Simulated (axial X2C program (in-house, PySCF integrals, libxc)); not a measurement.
**Correcting the dissociation energy of InI for spin–orbit coupling**

A spin-free CCSD(T) curve (one-electron X2C) was computed with an axial X2C code built on PySCF integrals, basis I dyall-cv3z [11s12p8d4f1g], In dyall-cv3z [11s12p9d4f1g] (cores contracted in-house), for the state M_S = 0, Λ = 0 (closed shell). It gives D0 = 3.497 eV to I + In, which in a spin-free picture are the weighted means of the ground terms.

Correlated methods: 10 electrons correlated (number of frozen shells: I 4 s, 3 p, 2 d; In 4 s, 3 p, 2 d), 308 virtual spin orbitals or spinors in MP2, 90 natural virtuals in coupled cluster.

Measured levels of the ground terms (NIST Handbook of Basic Atomic Spectroscopic Data), in cm⁻¹: I 2P: J = 3/2 at 0, J = 1/2 at 7603.1; In 2P: J = 1/2 at 0, J = 3/2 at 2212.6.

The molecular state has Λ = 0, so it has no first-order lowering.

(1) How far does each ground level lie under the (2J+1)-weighted mean of its term?

(2) Correct D0.

Second-order spin–orbit effects in the molecule, which grow quickly with Z, are left out. The state is one determinant whose occupation by symmetry is held fixed; it was picked as the lowest of a PBE0 search that is not exhaustive. De is counted from the lowest determinant-based energies of the atoms at the same level, without counterpoise correction. Coupled cluster ran in a truncated set of natural virtual spinors; the MP2 energy of the rest was added. (T) has no such correction and the atoms are truncated less, which lowers De at CCSD(T) by a hundredth of an eV or more. With the outer-core shells frozen, correlated bond lengths of heavy atoms tend to come out a few hundredths of an ångström too long.

Answers

(1) I: (4 × 0 + 2 × 7603.1)/6 = 2534 cm⁻¹; In: (2 × 0 + 4 × 2212.6)/6 = 1475 cm⁻¹.

(2) D0 = 3.497 + (0 − 4009)/8065.5 = 3.000 eV at CCSD(T) with these spin–orbit terms. The direct two-component run gives 3.071 eV; the difference holds second-order terms in the molecule, scalar two-electron terms, the gap between measured and computed atomic splittings (a 2c atom can miss part of its lowering) and, in coupled cluster, the truncation of each run.
